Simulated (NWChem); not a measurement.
Species: BI2 cation

```xyz
3

I     -1.9864    -0.0228     0.0206
B      0.0000     0.0000     0.0000
I      1.9864     0.0228    -0.0206
```
Atoms are numbered in this order, from 1.

The geometry was optimised at PBE-D3(BJ)/def2-SVP. def2 effective core potentials on I; no spin-orbit coupling.

### Question
List the 6 lowest vertical singlet excitations from LDA (Slater exchange, VWN5)/def2-SVP with def2 effective core potentials on I, full TDDFT (NWChem).

### Answer
```json
[
 {"state": "S1", "energy (eV)": "3.96", "oscillator strength": "0.000", "leading excitation (squared amplitude)": "HOMO−1 → LUMO+1 (0.46)"},
 {"state": "S2", "energy (eV)": "4.18", "oscillator strength": "0.000", "leading excitation (squared amplitude)": "HOMO−1 → LUMO (0.46)"},
 {"state": "S3", "energy (eV)": "4.18", "oscillator strength": "0.000", "leading excitation (squared amplitude)": "HOMO−1 → LUMO+1 (0.46)"},
 {"state": "S4", "energy (eV)": "5.04", "oscillator strength": "0.000", "leading excitation (squared amplitude)": "HOMO−3 → LUMO (0.46)"},
 {"state": "S5", "energy (eV)": "5.27", "oscillator strength": "0.000", "leading excitation (squared amplitude)": "HOMO−3 → LUMO+1 (0.47)"},
 {"state": "S6", "energy (eV)": "5.27", "oscillator strength": "0.000", "leading excitation (squared amplitude)": "HOMO−3 → LUMO (0.47)"}
]
```
